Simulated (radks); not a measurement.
Sm2+, 60 electrons, occupied as [Xe] 4f6 (the NIST ground configuration). Method: scalar-relativistic Kohn-Sham, LDA (Slater exchange, VWN5 correlation), spin-polarised, spherical densities, finite nucleus; open shells are filled with parallel spins first (spin-orbit coupling, left out, can overturn this in heavy ions); Fermi nuclear charge, rms radius 5.0819 fm; computed with a radial shooting solver on a logarithmic mesh with Libxc functionals.

Unscreened Slater integrals over Kohn-Sham orbitals (hartree). They are taken over the spin-up orbitals. Empty in this configuration: 5d.

| integral | value |
|---|---|
| F0(4f,4f) | 0.96798 |
| F2(4f,4f) | 0.44531 |
| F4(4f,4f) | 0.27655 |
| F6(4f,4f) | 0.19817 |
| F0(4f,5p) | 0.64911 |
| F2(4f,5p) | 0.23473 |
| G2(4f,5p) | 0.13540 |
| G4(4f,5p) | 0.10176 |
| F0(4f,5s) | 0.72875 |
| G3(4f,5s) | 0.15241 |
| F0(4f,4d) | 1.1201 |
| F2(4f,4d) | 0.52288 |
| F4(4f,4d) | 0.33078 |
| G1(4f,4d) | 0.61472 |
| G3(4f,4d) | 0.38274 |
| G5(4f,4d) | 0.26970 |
| F0(4f,5d) | 0.46301 |
| F2(4f,5d) | 0.12144 |
| F4(4f,5d) | 0.061188 |
| G1(4f,5d) | 0.068920 |
| G3(4f,5d) | 0.051797 |
| G5(4f,5d) | 0.038499 |
| F0(5p,5p) | 0.55065 |
| F2(5p,5p) | 0.29598 |
| F0(5p,5s) | 0.59027 |
| G1(5p,5s) | 0.39336 |
| F0(5p,4d) | 0.69141 |
| F2(5p,4d) | 0.19153 |
| G1(5p,4d) | 0.053423 |
| G3(5p,4d) | 0.051896 |
| F0(5p,5d) | 0.42743 |
| F2(5p,5d) | 0.20077 |
| G1(5p,5d) | 0.23067 |
| G3(5p,5d) | 0.14172 |
| F0(5s,5s) | 0.64242 |
| F0(5s,4d) | 0.78812 |
| G2(5s,4d) | 0.084077 |
| F0(5s,5d) | 0.44310 |
| G2(5s,5d) | 0.14082 |
| F0(4d,4d) | 1.3417 |
| F2(4d,4d) | 0.68116 |
| F4(4d,4d) | 0.45522 |
| F0(4d,5d) | 0.47891 |
| F2(4d,5d) | 0.084394 |
| F4(4d,5d) | 0.033639 |
| G0(4d,5d) | 0.017485 |
| G2(4d,5d) | 0.020729 |
| G4(4d,5d) | 0.017005 |
| F0(5d,5d) | 0.36459 |
| F2(5d,5d) | 0.18941 |
| F4(5d,5d) | 0.12455 |

Derived for the open shells (J is the average intra-shell exchange parameter used in DFT+U). 4f: F4/F2 = 0.621, F6/F2 = 0.445, J = (286 F2 + 195 F4 + 250 F6)/6435 = 0.03587 hartree.
